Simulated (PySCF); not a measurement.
Calculated molecular-ion clusters (M+•, centroid m/z and relative intensity) of several compounds:

1. 129.0338 (100.0), 130.0368 (5.9), 131.0387 (0.4)
2. 147.0791 (100.0), 148.0818 (9.9), 149.0844 (0.4)
3. 145.9761 (56.8), 146.9796 (1.9), 147.9740 (75.4), 148.9756 (23.7), 149.9731 (100.0), 150.9766 (3.5), 151.9734 (21.2), 152.9768 (0.7)
4. 167.9851 (100.0), 168.9880 (6.3), 169.9816 (4.9)
5. 176.0444 (100.0), 177.0477 (8.8), 178.0502 (0.5)

Lines and terms under 0.3 % are left out. Candidates, as SMILES:
A. `Cc1nnn2c(C)cccc12`
B. `CC(=O)C[O][GeH3]`
C. `OCc1ccc(C(F)(F)F)cc1`
D. `FC(F)(F)Sc1ccco1`
E. `o1cpc(c1)N(C)C`

Q: Match clusters and compounds, and give each formula.

A: 
1 = E, C5H8NOP, monoisotopic mass of the neutral 129.0344 u; relative to that species, one 13C gives 5.4 % at +1 and one 15N gives 0.4 % at +1.
2 = A, C8H9N3, monoisotopic mass of the neutral 147.0796 u; relative to that species, one 13C gives 8.7 % at +1 and one 15N gives 1.1 % at +1.
3 = B, C3H8GeO2, monoisotopic mass of the neutral 149.9736 u; relative to that species, one 70Ge gives 57.4 % at -4, one 72Ge gives 75.9 % at -2, one 73Ge gives 21.3 % at -1, one 13C gives 3.2 % at +1, one 76Ge gives 21.0 % at +2 and one 18O gives 0.4 % at +2.
4 = D, C5H3F3OS, monoisotopic mass of the neutral 167.9857 u; relative to that species, one 13C gives 5.4 % at +1, one 33S gives 0.8 % at +1 and one 34S gives 4.5 % at +2.
5 = C, C8H7F3O, monoisotopic mass of the neutral 176.0449 u; relative to that species, one 13C gives 8.7 % at +1.

Q: Weight all lines of cluster 5 by their intensities. What mean results?

A: 176.136 u over all lines, faint ones too (the ion lacks one electron, 0.0005 u); standard atomic weights give 176.137 g/mol for C8H7F3O.

Q: Give the exact less the nominal mass of each, in mDa.

A: C8H9N3 +79.6, C3H8GeO2 -26.4, C8H7F3O +44.9, C5H3F3OS -14.3, C5H8NOP +34.4 (neutral, monoisotopic).

Abundances used (%; other tables differ somewhat): 12C 98.93, 13C 1.07; 14N 99.632, 15N 0.368; 16O 99.757, 17O 0.038, 18O 0.205; 1H 99.9885, 2H 0.0115; 70Ge 20.84, 72Ge 27.54, 73Ge 7.73, 74Ge 36.28, 76Ge 7.61; 32S 94.93, 33S 0.76, 34S 4.29, 36S 0.02.

Isomers would give the same cluster, so the cluster fixes the formula at best.
